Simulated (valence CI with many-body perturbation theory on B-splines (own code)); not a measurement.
**Level structure of Tm36+**

Calculated by valence CI with perturbative core correlation (CI+MBPT): five valence electrons over a frozen Dirac-Fock core [Ar] 3d10, a basis of 11 s, 11 p, 10 d, 8 f, 5 g, 2 h functions for each j, with the one-electron correlation potential Σ1 (screened to all orders), the two-electron term Σ2, the three-electron term Σ3, Breit, model QED; selected single and double excitations, second order for the rest, scaled by the run's own slope (own B-spline code, finite nucleus).

No measured spectrum was set against this ion. As an estimate, large intervals hold to a few tenths of a per cent, small ones and those within an open d or f shell to about a per cent. Among the levels kept, up to 2100 cm⁻¹ of a level comes from second order outside the variational space, and about a tenth of that is noise between levels of different J, which matters for small intervals.

Levels 91 to 135 of 174, with energies above the lowest level, (4s^2 4p1/2^2 4p3/2) J=3/2. "Leading %" is the weight of the configuration and term that name the level; weights of strongly mixed levels are sums over their largest components and can fall short, so below about 35 % the name and the second component can differ from the true leading terms, or belong to a minority configuration. In the jj column 3d3/2^4 stands for four electrons in 3d with j = 3/2.

| No. | Configuration | Term | J | E (× 10³ cm⁻¹) | Leading % | Second component | g | Leading jj |
| --- | --- | --- | --- | --- | --- | --- | --- | --- |
| 91 | 4s.4p3.4d | 4P° | 5/2 | 2955.0 | 22 | 18 % 4s.4p3.4d 4D° | 1.306 | 4s 4p1/2 4p3/2^2 4d5/2 (65 %) |
| 92 | 4s2.4p.4d2 | 4D° | 5/2 | 2959.5 | 13 | 11 % 4s.4p3.4d 4D° | 1.178 | 4s 4p1/2 4p3/2^2 4d5/2 (37 %) |
| 93 | 4s2.4p2.4f | 4D° | 3/2 | 2971.2 | 18 | 18 % 4s.4p3.4d 4D° | 1.200 | 4s 4p1/2 4p3/2^2 4d3/2 (42 %) |
| 94 | 4s.4p3.4d | 4D° | 1/2 | 2971.3 | 30 | 17 % 4s.4p3.4d 2P° | 0.445 | 4s 4p1/2 4p3/2^2 4d3/2 (60 %) |
| 95 | 4s.4p3.4d | 2F° | 7/2 | 2972.8 | 16 | 10 % 4s.4p3.4d 2G° | 1.124 | 4s 4p1/2 4p3/2^2 4d5/2 (49 %) |
| 96 | 4s.4p3.4d | 2D° | 3/2 | 2984.2 | 12 | 12 % 4s2.4p.4d2 4D° | 1.075 | 4s 4p1/2 4p3/2^2 4d3/2 (37 %) |
| 97 | 4s.4p3.4d | 4P° | 5/2 | 2984.4 | 28 | 15 % 4s2.4p.4d2 2F° | 1.231 | 4s 4p1/2 4p3/2^2 4d5/2 (34 %) |
| 98 | 4s.4p3.4d | 2P° | 3/2 | 2992.1 | 17 | 14 % 4s.4p3.4d 4S° | 1.349 | 4s 4p1/2 4p3/2^2 4d5/2 (68 %) |
| 99 | 4s.4p3.4d | 2P° | 1/2 | 2993.9 | 39 | 12 % 4p5 2P° | 0.982 | 4s 4p1/2 4p3/2^2 4d3/2 (68 %) |
| 100 | 4s2.4p2.4f | 2F° | 7/2 | 3000.0 | 23 | 10 % 4s2.4p.4d2 4D° | 1.179 | 4s^2 4p1/2 4p3/2 4f7/2 (38 %) |
| 101 | 4s2.4p2.4f | 4D° | 5/2 | 3001.3 | 10 | 9 % 4s.4p3.4d 4D° | 1.238 | 4s 4p1/2 4p3/2^2 4d5/2 (40 %) |
| 102 | 4s.4p3.4d | 2F° | 7/2 | 3010.3 | 37 | 12 % 4s.4p3.4d 4D° | 1.197 | 4s 4p1/2 4p3/2^2 4d5/2 (51 %) |
| 103 | 4s2.4p.4d2 | 4G° | 9/2 | 3014.6 | 23 | 23 % 4s2.4p2.4f 4G° | 1.163 | 4s^2 4p1/2 4p3/2 4f7/2 (43 %) |
| 104 | 4s.4p3.4d | 2D° | 5/2 | 3021.3 | 30 | 20 % 4s.4p3.4d 4D° | 1.215 | 4s 4p1/2 4p3/2^2 4d5/2 (52 %) |
| 105 | 4s.4p3.4d | 2G° | 9/2 | 3027.7 | 47 | 17 % 4s2.4p2.4f 2G° | 1.129 | 4s 4p1/2 4p3/2^2 4d5/2 (47 %) |
| 106 | 4s.4p3.4d | 2D° | 3/2 | 3029.0 | 13 | 12 % 4s2.4p.4d2 4P° | 1.160 | 4s^2 4p1/2 4d3/2 4d5/2 (25 %) |
| 107 | 4s.4p3.4d | 2F° | 7/2 | 3034.8 | 22 | 15 % 4s.4p3.4d 4D° | 1.177 | 4s 4p1/2 4p3/2^2 4d5/2 (54 %) |
| 108 | 4s2.4p2.4f | 4G° | 5/2 | 3037.1 | 22 | 11 % 4s2.4p2.4f 2F° | 0.920 | 4s^2 4p1/2 4p3/2 4f5/2 (54 %) |
| 109 | 4s2.4p2.4f | 4F° | 3/2 | 3043.1 | 32 | 10 % 4s.4p3.4d 2D° | 0.841 | 4s^2 4p1/2 4p3/2 4f5/2 (41 %) |
| 110 | 4s2.4p2.4f | 4G° | 7/2 | 3052.1 | 34 | 29 % 4s2.4p2.4f 2G° | 0.971 | 4s^2 4p1/2 4p3/2 4f5/2 (66 %) |
| 111 | 4s2.4p2.4f | 4G° | 9/2 | 3054.9 | 33 | 14 % 4s2.4p2.4f 2H° | 1.168 | 4s^2 4p1/2 4p3/2 4f7/2 (38 %) |
| 112 | 4s.4p3.4d | 2F° | 5/2 | 3058.8 | 41 | 16 % 4s.4p3.4d 2D° | 1.011 | 4s 4p1/2 4p3/2^2 4d5/2 (67 %) |
| 113 | 4s2.4p2.4f | 2H° | 11/2 | 3061.3 | 55 | 33 % 4s2.4p2.4f 4G° | 1.163 | 4s^2 4p1/2 4p3/2 4f7/2 (87 %) |
| 114 | 4s.4p3.4d | 4D° | 7/2 | 3063.1 | 33 | 11 % 4s2.4p.4d2 4D° | 1.257 | 4s 4p1/2 4p3/2^2 4d5/2 (65 %) |
| 115 | 4s.4p3.4d | 2P° | 3/2 | 3068.2 | 19 | 14 % 4s.4p3.4d 2D° | 1.236 | 4s 4p1/2 4p3/2^2 4d5/2 (46 %) |
| 116 | 4s2.4p2.4f | 2G° | 9/2 | 3082.7 | 22 | 21 % 4s.4p3.4d 2G° | 1.142 | 4s^2 4p1/2 4p3/2 4f5/2 (37 %) |
| 117 | 4s2.4p2.4f | 4F° | 3/2 | 3098.7 | 16 | 12 % 4s.4p3.4d 2D° | 0.958 | 4s 4p1/2 4p3/2^2 4d5/2 (37 %) |
| 118 | 4s2.4p2.4f | 4D° | 5/2 | 3099.9 | 16 | 10 % 4s2.4p2.4f 2F° | 1.055 | 4s 4p1/2 4p3/2^2 4d5/2 (32 %) |
| 119 | 4s.4p3.4d | 4D° | 1/2 | 3100.9 | 20 | 19 % 4s.4p3.4d 2S° | 0.770 | 4s 4p1/2 4p3/2^2 4d5/2 (38 %) |
| 120 | 4s2.4p2.4f | 4D° | 7/2 | 3102.0 | 17 | 12 % 4s2.4p2.4f 2G° | 1.166 | 4s^2 4p1/2 4p3/2 4f5/2 (34 %) |
| 121 | 4s.4p3.4d | 2P° | 3/2 | 3106.7 | 25 | 14 % 4s2.4p2.4f 2D° | 1.078 | 4s 4p1/2 4p3/2^2 4d3/2 (28 %) |
| 122 | 4s2.4p2.4f | 4F° | 5/2 | 3121.1 | 11 | 10 % 4s.4p3.4d 2F° | 1.010 | 4s^2 4p1/2 4p3/2 4f5/2 (27 %) |
| 123 | 4s.4p3.4d | 2D° | 3/2 | 3127.4 | 10 | 8 % 4s2.4p.4d2 4P° | 1.148 | 4s 4p1/2 4p3/2^2 4d5/2 (38 %) |
| 124 | 4s2.4p.4d2 | 2P° | 1/2 | 3128.0 | 22 | 14 % 4s2.4p2.4f 2P° | 0.594 | 4s^2 4p1/2 4d5/2^2 (30 %) |
| 125 | 4s2.4p.4d2 | 2F° | 5/2 | 3130.7 | 14 | 14 % 4s2.4p.4d2 4D° | 1.135 | 4s^2 4p1/2 4d5/2^2 (37 %) |
| 126 | 4s2.4p2.4f | 2G° | 7/2 | 3145.4 | 13 | 12 % 4s2.4p2.4f 2F° | 1.114 | 4s 4p1/2 4p3/2^2 4d5/2 (33 %) |
| 127 | 4s2.4p2.4f | 2G° | 9/2 | 3154.3 | 37 | 29 % 4s2.4p.4d2 2H° | 1.025 | 4s^2 4p1/2 4p3/2 4f7/2 (38 %) |
| 128 | 4s.4p3.4d | 2S° | 1/2 | 3168.7 | 19 | 18 % 4s2.4p.4d2 2P° | 0.916 | 4s 4p1/2 4p3/2^2 4d5/2 (41 %) |
| 129 | 4s2.4p2.4f | 2P° | 3/2 | 3173.8 | 17 | 10 % 4s2.4p2.4f 4D° | 1.178 | 4s 4p1/2 4p3/2^2 4d5/2 (49 %) |
| 130 | 4s2.4p2.4f | 2D° | 5/2 | 3176.4 | 22 | 17 % 4s.4p3.4d 2D° | 1.171 | 4s^2 4p1/2 4p3/2 4f7/2 (42 %) |
| 131 | 4s2.4p2.4f | 2F° | 7/2 | 3196.7 | 27 | 14 % 4s2.4p.4d2 2G° | 1.096 | 4s^2 4p1/2 4p3/2 4f7/2 (31 %) |
| 132 | 4s2.4p2.4f | 2F° | 5/2 | 3205.5 | 12 | 11 % 4s.4p3.4d 2F° | 0.994 | 4s 4p1/2 4p3/2^2 4d5/2 (52 %) |
| 133 | 4p5 | 2P° | 1/2 | 3227.3 | 32 | 15 % 4s2.4p.4d2 2P° | 0.853 | 4p1/2 4p3/2^4 (32 %) |
| 134 | 4s.4p3.4d | 2D° | 3/2 | 3246.7 | 21 | 13 % 4s2.4p2.4f 2D° | 1.018 | 4s 4p1/2 4p3/2^2 4d5/2 (42 %) |
| 135 | 4s.4p3.4d | 4P° | 1/2 | 3337.1 | 38 | 12 % 4s2.4p.4d2 2S° | 1.939 | 4s 4p3/2^3 4d3/2 (57 %) |

Where two levels of one J and parity lie close, their mixing, g and order are uncertain.
